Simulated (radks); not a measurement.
Problem. Si III, 12 electrons, occupied as [He] 2s2 2p5 3s2 3p1 (not the ground configuration). All-electron calculation, scalar-relativistic Kohn-Sham, BP86, spin-unpolarised, spherical densities, point nucleus. Program: a radial shooting solver on a logarithmic mesh with Libxc functionals. Some entries of the table are withheld. Estimate them.

| orbital | occ. | eigenvalue (hartree) | <1/r> (bohr^-1) | r(max) (bohr) |
|---|---|---|---|---|
| 1s | 2 | -67.60959 | 13.65 | 0.07258 |
| 2s | 2 | -6.64762 | (1) | 0.4476 |
| 2p | 5 | (2) | 2.550 | 0.3783 |
| 3s | 2 | -1.20458 | (3) | 1.578 |
| 3p | 1 | (4) | 0.6688 | 1.726 |
| 3d | 0 | (5) | 0.4812 | (6) |

Solution. 
(1) 2s <1/r> (bohr^-1): 2.653
(2) 2p eigenvalue (hartree): -5.07545
(3) 3s <1/r> (bohr^-1): 0.7594
(4) 3p eigenvalue (hartree): -0.88175
(5) 3d eigenvalue (hartree): -0.46011
(6) 3d r(max) (bohr): 2.072
